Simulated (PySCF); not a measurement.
B(Cl)(NHMe)(OH) (CH₅BClNO), SMILES CNB(O)Cl.

Coordinates come from a B3LYP-D3(BJ)/def2-SVP optimisation. Other conformers were not sampled.

Method: HF/def2-TZVP in PySCF.

The molecule is in vacuum.

Task: Estimate the frontier levels, gap, dipole moment and polarisability. (An estimate is asked for; the answer gives what the named calculation found.)

Result: 
```
Quantity                                                                                                       Result
---------------------------------------------------------------------------------------------  ----------------------
highest occupied level                                                                                      -10.93 eV
lowest empty level                                                                                            2.99 eV
orbital gap                                                                                                  13.93 eV
dipole moment                                                                                                  4.12 D
quadrupole, principal values (traceless, Buckingham form, about the centre of nuclear charge)  -2.42, -1.68, 4.10 D·Å
mean static polarisability                                                                       46.0 bohr³ (6.82 Å³)
polarisability, principal values                                                               35.9, 44.2, 58.0 bohr³
```
